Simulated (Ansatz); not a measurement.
Cartesian coordinates in Å:
```
N -0.812 -1.559 -1.174
C -0.330 -0.605 -0.523
N 0.000 -0.534 0.823
Si 0.516 1.091 0.590
O 0.017 0.672 -0.965
H -0.944 -1.306 -2.147
H -0.127 -1.301 1.456
H -0.283 2.164 1.224
H 1.962 1.378 0.716
```

Charge 0, multiplicity 1.

Task: List the CAM-B3LYP/def2-TZVPP orbital energies in eV (Ansatz). (Best estimate.)

Result: Computed: Occupied: -1802.51, -523.12, -391.92, -390.54, -282.30, -146.95, -102.34, -102.28, -102.23, -31.73, -26.93, -25.91, -18.51, -17.78, -16.21, -14.97, -14.62, -12.82, -12.09, -11.77, -10.39, -9.53, -8.72. Lowest empty: 0.26, 1.54, 2.40, 2.65, 2.67, 3.26, 4.30, 4.60.
